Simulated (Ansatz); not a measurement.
CH6BClSSi can be A, `BS[SiH](C)Cl`, or B, `CS[SiH2]BCl`.

Gas-phase electronic energies from Ansatz, PBE0-D4/def2-TZVP geometries. CBS: MP2 limit from def2 TZ/QZ plus the TZ coupled-cluster correction, frozen cores. Functionals use def2-TZVPP. Each species was taken in one conformer, which may not be the lowest.

A:

Z-matrix (Å, degrees):
```
Si
S 1 2.153
Cl 1 2.056 2 106.6
C 1 1.852 2 111.5 3 -119.2
H 1 1.480 2 108.9 3 115.9
B 2 1.773 1 97.3 3 -169.1
H 4 1.092 1 110.4 2 58.0
H 4 1.092 1 110.2 2 -62.1
H 4 1.093 1 110.1 2 178.0
H 6 1.192 2 117.3 1 -178.5
H 6 1.196 2 121.4 1 1.6
```

B:

Z-matrix (Å, degrees):
```
C
S 1 1.816
H 1 1.090 2 111.0
H 1 1.090 2 106.7 3 118.4
H 1 1.089 2 111.2 3 -123.1
Si 2 2.127 1 99.5 3 59.4
B 6 2.020 2 115.3 1 65.4
H 6 1.489 2 105.9 1 -174.6
H 6 1.494 2 110.6 1 -57.4
Cl 7 1.738 6 121.9 2 1.4
H 7 1.195 6 122.2 2 -179.2
```

(1) Which isomer does CCSD(T)/CBS put lower? Give the gap. (Best estimate.)

(2) Give E(B) − E(A) in kcal/mol with PBE-D4, MP2/def2-TZVPP, HF/def2-TZVPP, r2SCAN-D4, PBE0-D4, CCSD/def2-TZVPP, CCSD(T)/def2-TZVPP. (Estimate.)

Largest T1 diagnostic: 0.012.

Answers

(1) Ansatz gave: A, by 42.8 kcal/mol.

(2) Computed: PBE-D4 40.1, MP2/def2-TZVPP 45.1, HF/def2-TZVPP 42.8, r2SCAN-D4 43.2, PBE0-D4 41.5, CCSD/def2-TZVPP 42.2, CCSD(T)/def2-TZVPP 42.2. None reverses the order clearly.

From PBE to PBE0 (25 % exact exchange), in def2-TZVPP and without D4, E(B) − E(A) moves by +1.4 kcal/mol.
